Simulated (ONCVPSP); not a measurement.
# What one change does to a pseudopotential (boron, ONCV)

boron (B), optimised norm-conserving Vanderbilt (ONCV), made with ONCVPSP 4.0.1 (PBE, scalar-relativistic). Core [He], reference 2s2 2p1. Waves: 2s: rc 1.35 bohr, ncon 4, nbas 9, qcut 5.7 1/bohr, 3 projectors, debl 1.6 Ha; 2p: rc 2.90 bohr, ncon 4, nbas 7, qcut 4.9 1/bohr, 3 projectors, debl 2.5 Ha. Local part: polynomial inside 1.15 bohr (lpopt 5, dvloc0 6 Ha). Core correction: Teter function, fcfact 4.75, rcfact 1.4.

All-electron outer shells of the reference configuration (PBE, scalar-relativistic, ld1.x):

| shell | level (eV) | outermost node (bohr) | outermost maximum (bohr) |
| --- | --- | --- | --- |
| 1s | -180.59 | – | 0.21 |
| 2s | -9.44 | 0.46 | 1.52 |
| 2p | -3.61 | – | 1.57 |

Change: s: rc 1.52.

Cutoffs: the cutoffs (Ha) at which the residual kinetic energy of the hardest occupied pseudo-wave falls to 1 and 0.1 mHa per electron; they do not see the model core or the augmentation charge, which bear on the density cutoff. Errors are all-electron minus pseudo energies relative to the spin-unpolarised reference configuration.

Question: How do hardness, ghosts and transferability respond?

Answer: The potential gets softer (12 Ha and 16 Ha → 11 Ha and 14 Ha); the bound ghost in s disappears; the errors of the 4 common tests hardly move. A larger radius leaves more room for a smooth pseudo-wave, so fewer plane waves are needed.

```csv
quantity,base,changed
"cutoff, loose",12 Ha,11 Ha
"cutoff, tight",16 Ha,14 Ha
loose cutoff by channel,"s 12 Ha, p 7.1 Ha","s 11 Ha, p 7.1 Ha"
bound ghosts,s,none
GHOST(+) flags under 300 eV,none,none
"error for 2s2 2p0, meV [ΔE 8.22 eV]",+70,+71
"error for 2s1 2p0, meV [ΔE 33.64 eV]",+253,+252
"error for 2s2 2p0.5, meV [ΔE 2.89 eV]",+10,+10
"error for 2s1 2p1, meV [ΔE 14.36 eV]",-28,-29
p: phases at 2.94 bohr within 0.05 rad from the reference energy up to (Ha; the scan ends near 5),0.6,0.6
"rms error of d²Exc/dni dnj with the model core, mHa",1.87,1.92
```

 A true bound ghost makes a file unfit for plane-wave use even where its test errors are small: the radial tests pick states by their node count and pass the ghost by.
